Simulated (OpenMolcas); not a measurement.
## Computed levels of Xe+

```yaml
Program: OpenMolcas 26.06
Method: CASSCF
Basis: ANO-RCC-VTZP [7s6p4d2f1g]
Scalar_Hamiltonian: DKH2, point nucleus
Active_space: 7 electrons in 4 orbitals (5s 5p)
State_averaging: 2S+1 = 2 odd, 3 roots; 2S+1 = 2 even, 1 root
Spin-orbit_coupling: state interaction with AMFI integrals over the reference wave functions, term energies averaged over their components
```

Spin-free terms above the lowest, with the occupations of the reference:

```
Configuration  Term  E (cm-1)      Occupations
      5s2 5p5   2P*       0.0  5s 2.00 5p 5.00
       5s 5p6    2S    119280  5s 1.00 5p 6.00
```

With spin-orbit coupling, above the lowest level:

```csv
Configuration,Term,J,E (cm-1),Measured (cm-1),g,Term weight %
5s2 5p5,2P*,3/2,0.0,0.0,1.334,100
5s2 5p5,2P*,1/2,9575,10537,0.666,100
5s 5p6,2S,1/2,122472,90874,2.002,100
```

Against the 2 measured excited levels shown (NIST Handbook of Basic Atomic Spectroscopic Data) the mean absolute deviation is 16000 cm-1; the largest miss in energy is 5s 5p6 2S 1/2: computed 122472, measured 90874 cm-1 (+34.8 %).

Spin-orbit coupling puts the lowest level 3192 cm-1 below the lowest spin-free term.

Computed and measured levels are paired by configuration, term and J; levels that our copy of the source lacks, or whose pairing is in doubt (as where it misses far off the trend of its configuration), stay unpaired and out of the deviations. Only configurations of the active space appear.

The term weight is that of the spin-free term in the level, not the purity of its configuration. * marks odd parity.
